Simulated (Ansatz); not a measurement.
Consider the substitution at a C–B bond: `CBC(C)C` + `BNCC` → `BN(C)CC` + `BC(C)C`.

Calculated with Ansatz (gas phase, PBE0-D4/def2-TZVP geometries, no zero-point term in ΔE). CBS: MP2 limit from def2 TZ/QZ plus the TZ coupled-cluster correction, frozen cores. Functionals use def2-TZVPP. B3LYP here is the variant with VWN-RPA as its local correlation; programs differ in this. HSE06 is defined as in plane-wave codes. Each species was taken in one conformer, which may not be the lowest.

`CBC(C)C`:

Cartesian coordinates in Å:
```
C -1.442 -0.043 1.638
B -0.321 0.701 0.855
C 0.643 0.055 -0.198
C 0.310 -1.362 -0.648
C 0.904 0.977 -1.392
H -2.327 0.583 1.786
H -1.743 -1.011 1.233
H -1.053 -0.218 2.653
H -0.121 1.859 1.124
H 1.589 0.018 0.378
H 0.201 -2.045 0.197
H 1.088 -1.767 -1.303
H -0.629 -1.384 -1.210
H 1.202 1.977 -1.070
H 1.692 0.577 -2.037
H 0.005 1.083 -2.007
```

`BNCC`:

Cartesian coordinates in Å:
```
B 1.805 0.455 -0.754
N 0.513 -0.036 -0.781
C -0.216 -0.639 0.316
C -1.447 0.158 0.707
H 2.261 0.940 -1.749
H 2.433 0.382 0.265
H -0.023 0.031 -1.633
H 0.472 -0.714 1.160
H -0.508 -1.661 0.049
H -2.142 0.248 -0.132
H -1.978 -0.330 1.528
H -1.169 1.166 1.025
```

`BN(C)CC`:

```xyz
15

B    -0.653   -1.267   -0.825
N    -0.575   -0.130   -0.037
C    -1.753    0.506    0.512
C     0.639    0.574    0.348
C     1.928   -0.005   -0.183
H     0.331   -1.776   -1.268
H    -1.739   -1.723   -1.047
H    -1.838    1.541    0.160
H    -2.644   -0.041    0.210
H    -1.708    0.532    1.607
H     0.677    0.610    1.445
H     0.544    1.618    0.019
H     2.762    0.605    0.168
H     1.946   -0.015   -1.274
H     2.083   -1.028    0.164
```

`BC(C)C`:

```xyz
13

B    -1.240   -0.465    0.953
C    -0.245    0.108   -0.082
C     0.766    1.131    0.425
C     0.374   -0.879   -1.065
H    -1.834   -1.482    0.727
H    -1.515    0.156    1.942
H    -1.035    0.674   -0.637
H     1.559    0.636    0.992
H     0.300    1.866    1.085
H     1.245    1.668   -0.399
H     0.848   -0.366   -1.907
H    -0.370   -1.571   -1.463
H     1.148   -1.474   -0.573
```

```
             level  ΔE (kJ/mol)  difference from CCSD(T)/CBS
       LDA (SPW92)         77.5                         -1.2
            PBE-D4         81.8                          3.1
         revPBE-D4         78.6                         -0.1
           BLYP-D4         79.0                          0.3
         r2SCAN-D4         83.9                          5.2
            B97M-V         86.5                          7.8
           PBE0-D4         82.3                          3.6
          B3LYP-D4         80.4                          1.7
        r2SCANh-D4         84.0                          5.3
        r2SCAN0-D4         83.9                          5.2
          HSE06-D4         82.5                          3.8
          BHLYP-D4         80.6                          1.9
           ωB97X-V         78.5                         -0.2
           ωB97M-V         81.4                          2.7
            B2PLYP         80.9                          2.2
          PBE-QIDH         81.0                          2.3
               PBE         83.4                          4.7
            revPBE         86.1                          7.4
              BLYP         83.3                          4.6
            r2SCAN         84.2                          5.5
              PBE0         83.6                          4.9
             B3LYP         83.1                          4.4
           r2SCANh         84.2                          5.5
           r2SCAN0         84.2                          5.5
             HSE06         83.6                          4.9
         CAM-B3LYP         81.3                          2.6
           LC-ωPBE         83.3                          4.6
RPA@PBE/def2-TZVPP         71.1                         -7.6
      MP2/def2-SVP         75.8                         -2.9
     CCSD/def2-SVP         73.8                         -4.9
  CCSD(T)/def2-SVP         72.4                         -6.3
    MP2/def2-TZVPP         78.3                         -0.4
SCS-MP2/def2-TZVPP         75.7                         -3.0
   CCSD/def2-TZVPP         78.5                         -0.2
CCSD(T)/def2-TZVPP         77.2                         -1.5
     HF/def2-QZVPP         81.1                          2.4
    MP2/def2-QZVPP         79.1                          0.4
SCS-MP2/def2-QZVPP         76.7                         -2.0
      HF/CBS(def2)         81.1                          2.4
     MP2/CBS(def2)         79.8                          1.1
       CCSD(T)/CBS         78.7                            0
```

Largest T1 diagnostic among the species: 0.012.

In def2-TZVPP, CCSD(T) changes the Hartree–Fock value by −4.2 kJ/mol (the triples alone add −1.3 kJ/mol) and MP2 by −3.1 kJ/mol. Leaving LDA and LC-ωPBE aside and taking each functional with its dispersion term where it has one, the values spread over 8.0 kJ/mol, from ωB97X-V to B97M-V. LDA lies −5.9 kJ/mol from PBE without D4.
